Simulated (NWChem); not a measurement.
# C$_{2}$H$_{2}$ClI; SMILES Cl/C=C\I

```xyz
6

Cl     0.6092     2.4214     0.0000
C     -0.9684     1.7552     0.0000
C     -1.2654     0.4559     0.0000
I      0.1123    -1.0976     0.0000
H     -1.7669     2.5028     0.0000
H     -2.3095     0.1361     0.0000
```
Atoms are numbered in this order, from 1.

Level: PBE0/def2-SVP with def2 effective core potentials on I (NWChem), optimised geometry, unscaled harmonic frequencies. def2 effective core potentials on I; no spin-orbit coupling.

| frequency (cm⁻¹) | IR intensity (km/mol) |
|---|---|
| 124 | 0.4 |
| 387 | 4.2 |
| 477 | 2.0 |
| 624 | 4.7 |
| 694 | 61.4 |
| 825 | 74.9 |
| 912 | 0.0 |
| 1167 | 9.2 |
| 1275 | 39.7 |
| 1669 | 38.5 |
| 3216 | 13.4 |
| 3247 | 4.5 |

```yaml
zero_point_energy: 20.9 kcal/mol
thermal correction to the enthalpy at 298.15 K (with zero-point energy): 24.3 kcal/mol
heat capacity Cv: 14.0 cal/(mol K)
entropy at 298.15 K and 1 atm (symmetry number 1): 75.0 cal/(mol K)
```

Rigid rotor and harmonic oscillator.
